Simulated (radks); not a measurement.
Results of a calculation; reference values are marked as such.
Question: Successive ionisation energies (eV) of one element, from differences of total energies of ions in their ground configurations, starting at charge 44: 7541.8, 7834.8, 8060.8, 8282.9, 8824.3, 9043.1, 37222, 38154. Level of theory: scalar-relativistic Kohn-Sham, exchange-only LDA, spin-polarised, spherical densities, point nucleus; open shells are filled with parallel spins first (spin-orbit coupling, left out, can overturn this in heavy ions) (a radial shooting solver on a logarithmic mesh with Libxc functionals). Which element is it?

Answer: Tellurium (Z = 52). The first species listed is Te44+ in [He] 2s2 2p4, the last Te51+ in 1s1.
